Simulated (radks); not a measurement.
The numbers below are computed, except where a source is named.
Task: Ionisation of Fe, [Ar] 3d6 4s2, to Fe+, [Ar] 3d6 4s1, under several functionals. Non-relativistic Kohn-Sham, spin-polarised, spherical densities, point nucleus; open shells are filled with parallel spins first; a radial shooting solver on a logarithmic mesh with Libxc functionals. The NIST Atomic Spectra Database gives 7.902 eV (measured). Rank these functionals by the error of their Delta-SCF ionisation energy: revTPSS; PW91; AM05; BLYP; exchange-only B88; BP86; TASK exchange with Perdew-Wang LDA correlation.

Result: From best to worst: BP86 7.930 eV (+0.028); BLYP 7.944 eV (+0.042); PW91 7.758 eV (-0.144); AM05 7.677 eV (-0.225); revTPSS 7.528 eV (-0.375); TASK exchange with Perdew-Wang LDA correlation 6.973 eV (-0.929); exchange-only B88 6.874 eV (-1.029). Open shells are spherical and high-spin; term and fine-structure splittings are not resolved.
